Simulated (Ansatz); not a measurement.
Cartesian coordinates in Å:
```
C 1.810 -0.998 -0.020
N 0.414 -1.275 0.249
Si -0.655 -0.179 1.034
C -1.431 1.022 -0.190
N -0.383 1.483 -1.098
H 2.483 -1.394 0.751
H 2.122 -1.412 -0.985
H 1.966 0.081 -0.068
H 0.193 -2.256 0.284
H 0.079 0.618 2.059
H -1.720 -0.992 1.689
H -1.812 1.877 0.380
H -2.299 0.563 -0.689
H -0.738 2.162 -1.759
H -0.028 0.701 -1.635
```

Total charge 0; spin multiplicity 1.

Q: List the B3LYP/def2-TZVPP orbital energies in eV (Ansatz). (Estimate.)

A: Computed: Occupied: -1798.60, -389.02, -388.88, -277.34, -276.85, -143.10, -98.44, -98.42, -98.39, -23.97, -23.66, -18.22, -17.71, -14.45, -13.15, -12.80, -12.15, -11.56, -11.31, -10.69, -9.63, -8.93, -8.60, -6.72, -6.24. Lowest empty: 0.35, 1.07, 1.46, 1.63, 1.97, 2.11, 2.39, 2.72.

B3LYP here is the variant with VWN-RPA as its local correlation; programs differ in this.
